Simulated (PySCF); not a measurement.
The multiplicity is imposed and other spin states were not computed.

B3LYP has the VWN-RPA correlation part, as in Gaussian. 

**[Cu(CO)(CH3)] (charge 0, multiplicity 1)**

Level of theory: B3LYP-D3(BJ)/def2-TZVP // TPSS-D3(BJ)/def2-SVP (PySCF 2.14.0).

```yaml
HOMO: -6.45 eV
dipole_moment: 2.74 D
HOMO–LUMO gap: 3.94 eV
LUMO: -2.51 eV
charge on the central atom (Mulliken): -0.05 e
charge on the central atom (meta-Löwdin): 0.50 e
mean C–O bond length of the carbonyls: 1.147 Å
total_energy: -1793.8912 Ha
cost: roughly 40 core-seconds
```

Bonds (Å): Cu1–C3 1.824, Cu1–C4 1.925, O2–C3 1.147, C4–H5 1.108, C4–H6 1.108, C4–H7 1.108. Bond angles (°): C3–Cu1–C4 179.5, Cu1–C3–O2 179.7, Cu1–C4–H5 111.6, Cu1–C4–H6 111.4, Cu1–C4–H7 111.6, H5–C4–H6 107.3, H5–C4–H7 107.3, H6–C4–H7 107.3.
Charge 0, spin multiplicity 1.
